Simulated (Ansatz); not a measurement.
Steps of a relaxation of C3H10BFO, SMILES `C[OH+][B-](C)(C)F` with RKS PBE0-D4/def2-TZVP.

```sh
$ ansatz run in.yaml --threads 4 --pin off --events-out ev --progress --plain --max-ram 11315MiB
```

```yaml
crystal:
  periodic: [false, false, false]
  atoms:
    - {symbol: C, position_ang: [0.286599, 1.535838, 1.485281]}
    - {symbol: O, position_ang: [0.691573, 0.280460, 0.905267]}
    - {symbol: B, position_ang: [-0.077260, -0.164118, -0.663319]}
    - {symbol: C, position_ang: [0.914316, -1.329188, -1.140784]}
    - {symbol: C, position_ang: [-1.586305, -0.514379, -0.273064]}
    - {symbol: F, position_ang: [0.085322, 1.044469, -1.353451]}
    - {symbol: H, position_ang: [0.352277, 2.353862, 0.740842]}
    - {symbol: H, position_ang: [-0.765018, 1.413607, 1.798822]}
    - {symbol: H, position_ang: [0.910914, 1.753902, 2.373912]}
    - {symbol: H, position_ang: [1.638207, 0.328033, 0.663392]}
    - {symbol: H, position_ang: [0.592103, -1.683789, -2.143203]}
    - {symbol: H, position_ang: [0.909936, -2.214073, -0.471283]}
    - {symbol: H, position_ang: [1.968581, -0.991131, -1.263794]}
    - {symbol: H, position_ang: [-2.115240, -0.859376, -1.187595]}
    - {symbol: H, position_ang: [-1.666564, -1.334363, 0.469996]}
    - {symbol: H, position_ang: [-2.162342, 0.357648, 0.103382]}
basis:
  gaussian: {orbitals: def2-TZVP}
hamiltonian: {xc: pbe0, dispersion: d4}
relax: {f_tol: 0.005, max_steps: 150}
```

Positions (Å) and forces (eV/Å) along the path, 8 of 11 steps:

```xyz
16
step=1 energy=-8710.2314 eV
C     0.287    1.536    1.485   -0.173    0.243    0.114
O     0.692    0.280    0.905    0.504    0.304   -0.180
B    -0.077   -0.164   -0.663    0.016    0.148   -0.104
C     0.914   -1.329   -1.141    0.153   -0.204   -0.159
C    -1.586   -0.514   -0.273   -0.294   -0.047    0.012
F     0.085    1.044   -1.353   -0.056   -0.444    0.246
H     0.352    2.354    0.741    0.006   -0.453    0.368
H    -0.765    1.414    1.799    0.543    0.020   -0.161
H     0.911    1.754    2.374   -0.289   -0.138   -0.471
H     1.638    0.328    0.663   -0.649   -0.017    0.202
H     0.592   -1.684   -2.143    0.155    0.161    0.461
H     0.910   -2.214   -0.471   -0.005    0.434   -0.298
H     1.969   -0.991   -1.264   -0.489   -0.150    0.060
H    -2.115   -0.859   -1.188    0.240    0.153    0.417
H    -1.667   -1.334    0.470    0.058    0.394   -0.341
H    -2.162    0.358    0.103    0.281   -0.402   -0.166
16
step=3 energy=-8710.2884 eV
C     0.273    1.520    1.476    0.005   -0.028   -0.008
O     0.691    0.282    0.891   -0.022    0.019   -0.032
B    -0.072   -0.163   -0.666    0.029    0.044    0.018
C     0.908   -1.324   -1.139    0.002   -0.011   -0.004
C    -1.571   -0.502   -0.270   -0.010   -0.001    0.007
F     0.090    1.030   -1.356   -0.006   -0.026    0.009
H     0.338    2.329    0.748   -0.002    0.008   -0.005
H    -0.761    1.385    1.782   -0.010   -0.003    0.006
H     0.888    1.731    2.352    0.005    0.003    0.007
H     1.628    0.334    0.670    0.011   -0.008    0.009
H     0.585   -1.685   -2.121   -0.004   -0.004   -0.007
H     0.907   -2.186   -0.466   -0.002   -0.001    0.004
H     1.944   -0.988   -1.267    0.008    0.004   -0.002
H    -2.100   -0.851   -1.162   -0.002   -0.003   -0.007
H    -1.643   -1.299    0.474    0.002   -0.002    0.004
H    -2.129    0.365    0.097   -0.004    0.008    0.001
16
step=4 energy=-8710.2886 eV
C     0.271    1.519    1.477   -0.001   -0.014   -0.003
O     0.692    0.283    0.888   -0.010    0.006   -0.032
B    -0.070   -0.162   -0.667    0.013    0.016    0.020
C     0.908   -1.325   -1.140    0.002   -0.004    0.000
C    -1.569   -0.499   -0.269   -0.007   -0.001    0.001
F     0.092    1.029   -1.360    0.002    0.002    0.002
H     0.333    2.330    0.752   -0.002    0.006   -0.003
H    -0.762    1.379    1.784   -0.004   -0.002    0.003
H     0.886    1.728    2.353    0.003    0.002    0.004
H     1.630    0.336    0.671    0.009   -0.005    0.006
H     0.582   -1.689   -2.119   -0.002   -0.002   -0.003
H     0.909   -2.184   -0.464    0.000   -0.005    0.004
H     1.944   -0.990   -1.272    0.004    0.002   -0.001
H    -2.098   -0.853   -1.161   -0.002   -0.002   -0.003
H    -1.641   -1.293    0.479   -0.001   -0.004    0.004
H    -2.128    0.369    0.094   -0.003    0.004    0.000
16
step=5 energy=-8710.2889 eV
C     0.267    1.513    1.478   -0.009    0.016    0.009
O     0.695    0.285    0.878    0.003   -0.004   -0.003
B    -0.066   -0.158   -0.667    0.009   -0.027    0.038
C     0.908   -1.326   -1.139   -0.009   -0.001   -0.014
C    -1.567   -0.493   -0.269    0.000    0.002   -0.009
F     0.096    1.030   -1.364    0.001    0.028   -0.021
H     0.319    2.330    0.757    0.000   -0.007    0.003
H    -0.764    1.362    1.789    0.007   -0.001   -0.002
H     0.884    1.722    2.352   -0.001   -0.001   -0.005
H     1.634    0.340    0.668   -0.005    0.001   -0.002
H     0.576   -1.695   -2.115    0.005   -0.002    0.003
H     0.911   -2.182   -0.458    0.001    0.000   -0.001
H     1.944   -0.993   -1.279   -0.003   -0.001    0.001
H    -2.094   -0.856   -1.158    0.001    0.000    0.005
H    -1.639   -1.280    0.487   -0.001    0.001   -0.001
H    -2.127    0.379    0.085    0.001   -0.004   -0.002
16
step=7 energy=-8710.2890 eV
C     0.263    1.510    1.479   -0.004    0.009    0.004
O     0.697    0.286    0.875    0.005   -0.008   -0.002
B    -0.062   -0.157   -0.663   -0.007   -0.004   -0.001
C     0.907   -1.328   -1.139    0.001    0.001    0.003
C    -1.564   -0.489   -0.268   -0.002    0.000   -0.001
F     0.102    1.031   -1.365    0.003    0.001   -0.001
H     0.303    2.327    0.757    0.000   -0.002    0.000
H    -0.763    1.351    1.798    0.002   -0.001    0.000
H     0.887    1.725    2.347    0.000   -0.002   -0.002
H     1.635    0.346    0.663    0.001    0.003    0.000
H     0.573   -1.695   -2.115   -0.001    0.003    0.001
H     0.908   -2.185   -0.459    0.000    0.001   -0.001
H     1.945   -0.999   -1.279    0.000   -0.001    0.001
H    -2.088   -0.857   -1.157    0.000    0.000    0.000
H    -1.640   -1.273    0.491    0.000    0.001    0.000
H    -2.125    0.384    0.079    0.001   -0.001    0.000
16
step=8 energy=-8710.2891 eV
C     0.262    1.509    1.479    0.004    0.001    0.002
O     0.699    0.286    0.876   -0.007    0.001    0.001
B    -0.061   -0.158   -0.663    0.008   -0.001   -0.003
C     0.907   -1.329   -1.138    0.000    0.000   -0.001
C    -1.564   -0.488   -0.269   -0.001    0.001    0.000
F     0.104    1.030   -1.365   -0.001   -0.002    0.001
H     0.295    2.324    0.756   -0.001    0.000    0.000
H    -0.762    1.346    1.805   -0.001   -0.002    0.000
H     0.890    1.728    2.344    0.000    0.001    0.000
H     1.637    0.350    0.661    0.003   -0.001   -0.003
H     0.574   -1.694   -2.115    0.000    0.000    0.000
H     0.906   -2.187   -0.460   -0.001    0.000    0.001
H     1.945   -1.001   -1.276   -0.001    0.001    0.001
H    -2.088   -0.855   -1.157    0.000    0.000    0.000
H    -1.641   -1.271    0.491    0.000    0.000    0.001
H    -2.124    0.386    0.078    0.000    0.000    0.000
16
step=9 energy=-8710.2891 eV
C     0.260    1.507    1.480    0.003   -0.005   -0.001
O     0.701    0.286    0.874   -0.004    0.007    0.005
B    -0.059   -0.158   -0.663    0.005    0.003   -0.003
C     0.907   -1.331   -1.138    0.000   -0.001   -0.001
C    -1.563   -0.485   -0.269    0.000    0.000    0.000
F     0.108    1.029   -1.366   -0.002   -0.004    0.001
H     0.282    2.322    0.756   -0.001    0.000    0.002
H    -0.760    1.337    1.813    0.001    0.000    0.000
H     0.892    1.731    2.340   -0.001    0.001    0.000
H     1.638    0.356    0.657    0.001   -0.002   -0.002
H     0.575   -1.693   -2.116    0.000    0.000   -0.001
H     0.903   -2.189   -0.460   -0.001    0.000    0.001
H     1.946   -1.005   -1.273   -0.001    0.001    0.000
H    -2.087   -0.854   -1.157    0.000    0.000    0.000
H    -1.641   -1.266    0.492    0.000    0.000    0.000
H    -2.122    0.391    0.075    0.000    0.001    0.000
16
step=11 energy=-8710.2891 eV
C     0.258    1.505    1.482    0.000   -0.002   -0.001
O     0.704    0.288    0.872    0.001    0.002    0.002
B    -0.058   -0.157   -0.665    0.000    0.001   -0.001
C     0.907   -1.333   -1.138    0.000    0.000    0.000
C    -1.562   -0.482   -0.270    0.001    0.000    0.000
F     0.111    1.028   -1.369    0.000    0.000   -0.001
H     0.267    2.320    0.758    0.000    0.000    0.001
H    -0.758    1.326    1.823    0.001    0.000    0.000
H     0.895    1.733    2.337    0.000    0.000    0.000
H     1.640    0.363    0.652   -0.002    0.000    0.000
H     0.575   -1.695   -2.116    0.000    0.000    0.000
H     0.899   -2.191   -0.460    0.000    0.000    0.000
H     1.947   -1.010   -1.271    0.000    0.000    0.000
H    -2.086   -0.853   -1.157    0.000    0.000    0.000
H    -1.642   -1.260    0.494    0.000    0.000    0.000
H    -2.120    0.396    0.071    0.000    0.000    0.000
```

It took 30 s on 4 threads of an Intel Xeon 6975P-C on a shared host, with 0.8 GiB of host memory at the peak.
